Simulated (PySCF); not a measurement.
Working out the excitation energy of Ar²⁺

Ar²⁺ [Ne] 3s2 3p4 (3P) → Ar²⁺ [Ne] 3s1 3p5 (3P). All numbers are calculated (PySCF 2.14, no relativity, point nucleus, in aug-cc-pV(T+d)Z). Frozen: [Ne]. Energies in hartree (1 hartree = 27.21139 eV):

```
            part  Ar²⁺ (lower)  Ar²⁺ (upper)
             UHF   -525.309013   -524.682271
CCSD correlation     -0.158234     -0.258425
             (T)     -0.004247     -0.018195
```

What does Hartree-Fock give?

(-524.682271) − (-525.309013) = 0.626742 hartree = 17.055 eV.

What do CCSD and CCSD(T) give?

The CCSD correlation energies differ by -0.100191 hartree = -2.726 eV and the triples by -0.013948 hartree = -0.380 eV, so CCSD gives 14.329 eV and CCSD(T) 13.949 eV.

The coupled-cluster amplitudes are large, so a single reference is strained.
